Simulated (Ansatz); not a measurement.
Geometry optimisation, RKS PBE-D4/def2-SVP in Ansatz.

Input:

```yaml
crystal:
  periodic: [false, false, false]
  atoms:
    - { symbol: Si, position_ang: [-0.032272, 0.155601, 0.163956] }
    - { symbol: "N", position_ang: [0.011294, 0.193954, 1.939836] }
    - { symbol: H, position_ang: [-0.675818, 0.801111, 2.393592] }
    - { symbol: H, position_ang: [0.927298, 0.243838, 2.39097] }
    - { symbol: F, position_ang: [1.480456, 0.26923, -0.423348] }
    - { symbol: "N", position_ang: [-1.116028, 1.379209, -0.36043] }
    - { symbol: H, position_ang: [-1.57522, 1.277077, -1.26856] }
    - { symbol: H, position_ang: [-0.917865, 2.361552, -0.159797] }
    - { symbol: F, position_ang: [-0.679079, -1.203121, -0.46581] }
    - { symbol: S, position_ang: [1.533252, -2.621695, 1.267866] }
    - { symbol: H, position_ang: [0.674677, -2.919998, 0.259963] }
    - { symbol: H, position_ang: [0.518206, -2.008857, 1.983462] }
basis:
  gaussian: { orbitals: def2-SVP }
hamiltonian:
  xc: pbe
  dispersion: d4
relax:
  f_tol: 0.03
  max_steps: 50
```

Launched with:

```bash
$ ansatz run input.yaml --threads 4 --pin off --max-ram 5120MiB --backend cpu --events-out ev --progress --plain --runs-dir out
```

Q: Where does it end, and by what steps?

A: The forces met the threshold. After 11 steps the energy has fallen by 0.181 eV; S10 moved furthest, 0.70 Å.

```csv
step,energy less start (eV),largest force component (eV/Å),accepted
0,0.0000,1.271,yes
1,-0.0919,0.836,yes
2,-0.1276,0.565,yes
3,-0.1440,0.350,yes
4,-0.1241,0.795,no
5,-0.1643,0.176,yes
6,-0.1707,0.160,yes
7,-0.1721,0.288,yes
8,-0.1774,0.153,yes
9,-0.1801,0.093,yes
10,-0.1808,0.053,yes
11,-0.1810,0.027,yes
```

```xyz
12
Properties=species:S:1:pos:R:3
Si 0.020 0.365 0.086
N 0.214 0.424 1.781
H -0.574 0.466 2.426
H 1.099 0.187 2.231
F 1.511 0.619 -0.527
N -1.227 1.425 -0.396
H -1.712 1.277 -1.282
H -1.201 2.411 -0.134
F -0.407 -1.085 -0.550
S 1.226 -3.125 1.641
H 0.777 -2.924 0.372
H 0.424 -2.113 2.075
```

Whether the end is a true minimum wasn't checked by a vibrational analysis.

The run took 9.8 s on 4 threads of Intel(R) Xeon(R) 6975P-C (Granite Rapids) (shared host), peak memory 0.2 GiB.
